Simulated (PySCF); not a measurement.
# Deuteron quadrupole couplings in `C=CC[Si@@H]1[SiH2][SiH2][Si@@H]1C`

C4H14Si4.
Structure used (PBE0-D3(BJ)/def2-SVP), in Å, numbered top down from 1:
```
atom  x, y, z in Å
C1     3.1016   -0.2156    1.4976
C2     2.4148   -1.1129    0.7851
C3     0.9310   -1.1489    0.6419
Si4    0.3607   -0.5185   -1.0710
Si5    0.7702    1.8008   -1.1587
Si6   -1.2670    2.0504    0.0105
Si7   -1.9439   -0.0067   -0.9476
C8    -3.1018   -1.1568   -0.0023
H9     4.1936   -0.2288    1.5293
H10    2.5948    0.5655    2.0742
H11    2.9710   -1.8713    0.2189
H12    0.4442   -0.5197    1.4062
H13    0.5404   -2.1740    0.7639
H14    0.9014   -1.3998   -2.1541
H15    2.0252    2.3556   -0.5654
H16    0.5974    2.3268   -2.5507
H17   -2.0982    3.2756   -0.2024
H18   -1.0345    1.8743    1.4824
H19   -2.4710    0.2831   -2.3219
H20   -4.0842   -0.6840    0.1486
H21   -2.6807   -1.3978    0.9853
H22   -3.2516   -2.0967   -0.5553
```

Level: PBE0/pcSseg-1 (PySCF, non-relativistic); Q(2H) = 0.00286 b; rigid geometry, the same for H and D, with no vibrational averaging.

**Question.** Rank these positions by the coupling χzz of a deuteron there, largest first.
A. H12 (methylene hydrogen)
B. H16 (Si–H hydrogen)
C. H21 (methyl hydrogen)
D. H9 (vinylic hydrogen)

**Answer.** D (208 kHz), C (200 kHz), A (194 kHz), B (96 kHz).

**Question.** Tabulate Vzz, the asymmetry η and χzz = 234.96 MHz × Q × Vzz for every hydrogen position.

**Answer.** 
```
atom  bonded to  bond length (Å)  Vzz (au)     η  χzz (kHz)
  H9         C1            1.093    0.3092  0.06        208
 H10         C1            1.095    0.3042  0.07        204
 H11         C2            1.098    0.2962  0.06        199
 H12         C3            1.103    0.2887  0.04        194
 H13         C3            1.104    0.2904  0.04        195
 H14        Si4            1.497    0.1428  0.03         96
 H15        Si5            1.495    0.1449  0.02         97
 H16        Si5            1.498    0.1430  0.04         96
 H17        Si6            1.496    0.1443  0.01         97
 H18        Si6            1.500    0.1421  0.04         95
 H19        Si7            1.500    0.1411  0.05         95
 H20         C8            1.101    0.2978  0.01        200
 H21         C8            1.100    0.2981  0.01        200
 H22         C8            1.101    0.2976  0.01        200
```

**Question.** Average by the element that carries the hydrogen.

**Answer.** on C: 200 kHz over 8 positions, mean bond length 1.099 Å; on Si: 96 kHz over 6 positions, mean bond length 1.498 Å.

**Question.** How does χzz go with the bond length over the 8 C–H bonds?

**Answer.** A straight-line fit has a slope of -10.8 kHz for each 0.01 Å, with a correlation coefficient of -0.93, over lengths from 1.093 to 1.104 Å. The longer bonds have the smaller couplings here.

Geometry: PBE0-D3(BJ)/def2-SVP, one conformer, isolated molecule. The small basis limits the accuracy of the gradients.
